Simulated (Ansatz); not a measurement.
Consider the ligand exchange at the Si–N bond: `F[SiH2]N[Si](F)(Cl)Cl` + `N=C(N)S` → `N=C(S)N[SiH2]F` + `N[Si](F)(Cl)Cl`.

Program: Ansatz. Geometries: PBE0-D4/def2-TZVP. ΔE: electronic, gas phase. CCSD(T)/CBS adds triple-zeta CCSD(T) − MP2 to the extrapolated MP2 energy (def2 sets, frozen cores). Functionals use def2-TZVPP. Each species was taken in one conformer, which may not be the lowest.

(1) Is it downhill or uphill in electronic energy at CCSD(T)/CBS, and by how much? (Estimate.)

(2) What do these levels give: PBE-D4, B2PLYP, PBE0, MP2/def2-TZVPP, CCSD(T)/def2-TZVPP, MP2/def2-QZVPP? (Best estimate.)

Largest T1 diagnostic among the species: 0.014.

Results:

(1) The calculation gave: Nearly level: ΔE = +2.6 kJ/mol.

(2) Ansatz gave: PBE-D4 4.3, B2PLYP 3.1, PBE0 4.0, MP2/def2-TZVPP 1.8, CCSD(T)/def2-TZVPP 3.3, MP2/def2-QZVPP 1.4 kJ/mol.
